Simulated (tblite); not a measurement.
Compound: C4H11GeNS.
Atom-mapped SMILES: `[CH3:1][C:2](=[S:3])[NH:4][CH2:5][CH2:6][GeH3:7]` (hydrogens: H8, H9, H10 on C1; H11 on N4; H12, H13 on C5; H14, H15 on C6; H16, H17, H18 on Ge7)

Computed with GFN2-xTB (tblite), gas phase: L-BFGS steps from a force-field or distance-geometry start until the largest atomic force falls under 0.01 eV/Å.

Step 17: E = -605.5061 eV
```
atom  x, y, z in Å  |  force x, y, z in eV/Å
C1     -2.5462    1.4397   -0.2793    0.023  -0.041  -0.001
C2     -1.8440    0.1611    0.0604   -0.052   0.040   0.000
S3     -2.5282   -0.9481    1.0645    0.033   0.028  -0.033
N4     -0.6344   -0.0361   -0.4750   -0.025  -0.019   0.028
C5      0.1145   -1.2526   -0.2607    0.011   0.012   0.027
C6      1.4685   -1.1797   -0.9425    0.000   0.014  -0.011
Ge7     2.5995    0.3422   -0.3414   -0.007  -0.003  -0.012
H8     -2.5535    2.0942    0.5920    0.020  -0.005  -0.006
H9     -2.0687    1.9579   -1.1100   -0.015  -0.004   0.020
H10    -3.5833    1.2245   -0.5293    0.017   0.018  -0.008
H11    -0.2569    0.6309   -1.1352   -0.028  -0.039   0.000
H12    -0.4737   -2.0991   -0.6421    0.031  -0.014   0.007
H13     0.2280   -1.4053    0.8189   -0.004   0.024   0.010
H14     2.0008   -2.1127   -0.7592    0.022  -0.004   0.008
H15     1.3238   -1.1143   -2.0221   -0.006   0.031  -0.044
H16     3.6476   -0.0709    0.6344   -0.013  -0.030   0.019
H17     1.7960    1.4268    0.3026   -0.002  -0.011  -0.013
H18     3.3014    0.9477   -1.5171   -0.007   0.004   0.010
```

Step 18: E = -605.5067 eV
```
atom  x, y, z in Å  |  force x, y, z in eV/Å
C1     -2.5451    1.4393   -0.2797    0.013  -0.034   0.004
C2     -1.8455    0.1598    0.0606   -0.046   0.041  -0.005
S3     -2.5280   -0.9502    1.0651    0.030   0.038  -0.037
N4     -0.6355   -0.0363   -0.4746   -0.018  -0.031   0.021
C5      0.1141   -1.2518   -0.2591    0.036   0.001   0.015
C6      1.4668   -1.1798   -0.9434    0.031   0.035  -0.014
Ge7     2.5992    0.3423   -0.3416   -0.016  -0.003  -0.021
H8     -2.5524    2.0933    0.5917    0.031   0.004   0.001
H9     -2.0657    1.9562   -1.1103   -0.019  -0.004   0.026
H10    -3.5831    1.2288   -0.5290    0.010   0.003  -0.018
H11    -0.2606    0.6281   -1.1393   -0.031  -0.044   0.009
H12    -0.4702   -2.1007   -0.6408    0.011  -0.009   0.024
H13     0.2300   -1.4016    0.8209   -0.011   0.016  -0.001
H14     2.0013   -2.1123   -0.7618    0.009   0.003   0.011
H15     1.3207   -1.1141   -2.0230   -0.007   0.033  -0.035
H16     3.6446   -0.0736    0.6353   -0.007  -0.030   0.023
H17     1.7971    1.4280    0.3022   -0.006  -0.014  -0.012
H18     3.3037    0.9509   -1.5144   -0.009  -0.004   0.010
```

Step 19: E = -605.5073 eV
```
atom  x, y, z in Å  |  force x, y, z in eV/Å
C1     -2.5440    1.4386   -0.2800   -0.007  -0.007   0.007
C2     -1.8474    0.1589    0.0607   -0.016   0.022  -0.010
S3     -2.5275   -0.9518    1.0651    0.012   0.032  -0.023
N4     -0.6370   -0.0369   -0.4739   -0.008  -0.037   0.009
C5      0.1143   -1.2511   -0.2572    0.050  -0.009  -0.003
C6      1.4656   -1.1794   -0.9446    0.048   0.044  -0.018
Ge7     2.5987    0.3423   -0.3421   -0.015  -0.003  -0.019
H8     -2.5507    2.0924    0.5913    0.038   0.013   0.010
H9     -2.0629    1.9543   -1.1101   -0.016   0.001   0.021
H10    -3.5826    1.2335   -0.5291   -0.003  -0.013  -0.026
H11    -0.2652    0.6243   -1.1434   -0.028  -0.039   0.009
H12    -0.4663   -2.1026   -0.6389   -0.006  -0.003   0.041
H13     0.2319   -1.3975    0.8231   -0.013   0.006  -0.006
H14     2.0020   -2.1117   -0.7643   -0.006   0.017   0.008
H15     1.3172   -1.1133   -2.0245   -0.006   0.032  -0.017
H16     3.6413   -0.0770    0.6367   -0.007  -0.027   0.020
H17     1.7981    1.4291    0.3016   -0.011  -0.015  -0.010
H18     3.3061    0.9543   -1.5115   -0.008  -0.011   0.007
```

Problem. Estimate the geometry and energy of step 20. (The exact step hangs on the optimiser's Hessian estimate; all steps are aligned on step 19, rigid shifts and turns removed.)

Solution. E = -605.5079 eV, largest force 0.059 eV/Å
```
atom  x, y, z in Å  |  force x, y, z in eV/Å
C1     -2.5432    1.4379   -0.2801   -0.022   0.022   0.008
C2     -1.8494    0.1584    0.0605    0.017  -0.007  -0.012
S3     -2.5268   -0.9527    1.0648   -0.014   0.015   0.002
N4     -0.6386   -0.0382   -0.4731    0.005  -0.030  -0.010
C5      0.1152   -1.2506   -0.2556    0.044  -0.015  -0.016
C6      1.4652   -1.1782   -0.9462    0.042   0.037  -0.018
Ge7     2.5981    0.3423   -0.3428   -0.002   0.000  -0.006
H8     -2.5484    2.0917    0.5910    0.039   0.018   0.016
H9     -2.0607    1.9526   -1.1095   -0.009   0.010   0.009
H10    -3.5822    1.2375   -0.5296   -0.013  -0.024  -0.027
H11    -0.2700    0.6199   -1.1470   -0.019  -0.028   0.002
H12    -0.4628   -2.1044   -0.6364   -0.014   0.001   0.050
H13     0.2334   -1.3935    0.8249   -0.006  -0.004  -0.007
H14     2.0025   -2.1108   -0.7664   -0.015   0.029   0.001
H15     1.3139   -1.1119   -2.0262   -0.001   0.029   0.001
H16     3.6380   -0.0806    0.6382   -0.011  -0.022   0.013
H17     1.7988    1.4297    0.3009   -0.016  -0.015  -0.007
H18     3.3081    0.9571   -1.5086   -0.004  -0.014   0.000
```

The energy changes by -0.0006 eV. The first-order estimate −F·Δx gives -0.0008 eV and the mean of the old and new forces, exact on a quadratic surface, -0.0005 eV. The step makes an angle of 70° with the force vector and moves no atom by more than 0.007 Å.

What follows is the cost of the whole relaxation. Time: 2.8 s wall. Hardware: one thread of an Arm Neoverse N1, no GPU, on a shared host.
